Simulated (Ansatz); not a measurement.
Total energies of `Sc1ccc(-c2ccc(-c3ccc(-c4ccc(-c5ccc(-c6ccc(S)cc6)cc5)cc4)cc3)cc2)cc1` from Ansatz at PBE0-D4/def2-SVP, gas phase (1 Eh = 27.2114 eV = 2625.5 kJ/mol). The reference geometry is relaxed at PBE-D4/def2-SVP.

| state | geometry | energy (Eh) |
| --- | --- | --- |
| charge 0 singlet | reference | -2180.85760 |
| charge 1 doublet | reference | -2180.61183 |
| charge -1 doublet | reference | -2180.89001 |
| free S atom (triplet) | – | -397.83788 |
| free C atom (triplet) | – | -37.76066 |
| free H atom (doublet) | – | -0.50029 |

Single mean-field runs in def2-SVP are fitted with def2-universal-jkfit.

**Question.** Work out the vertical ionisation energy to the doublet.

**Answer.** E(charge 1 doublet) − E(charge 0 singlet) = -2180.61183 − (-2180.85760) = 0.24577 Eh = 6.69 eV. For comparison, −ε of the highest occupied level is 5.80 eV at this level, 0.89 eV less.

**Question.** Work out the vertical electron affinity, to the doublet.

**Answer.** E(charge 0 singlet) − E(charge -1 doublet) = -2180.85760 − (-2180.89001) = 0.03241 Eh = 0.88 eV. The basis lacks diffuse functions, which makes affinities too small.

**Question.** Give the fundamental gap IE − EA, the Mulliken electronegativity (IE + EA)/2 and the hardness (IE − EA)/2.

**Answer.** From the values in Eh: IE − EA = 0.24577 − 0.03241 = 0.21336 Eh = 5.81 eV; (IE + EA)/2 = 3.78 eV; (IE − EA)/2 = 2.90 eV. The HOMO–LUMO gap of the same run is 4.06 eV, 1.75 eV smaller than the fundamental gap.

**Question.** What is the binding energy per atom against free atoms?

**Answer.** Atoms: 2 × (-397.83788) + 36 × (-37.76066) + 26 × (-0.50029) = -2168.06706 Eh. Binding: -2168.06706 − (-2180.85760) = 12.79054 Eh = 348.05 eV, or 5.44 eV for each of 64 atoms (no zero-point energy, no counterpoise term).

At PBE0-D4/def2-SVP the highest occupied level of the charge -1 doublet lies above zero (up to 0.05 eV). By energy differences its removal costs 0.88 eV (vertical, to the charge 0 singlet, at PBE0-D4/def2-SVP); self-interaction error and the lack of diffuse functions both raise the level.
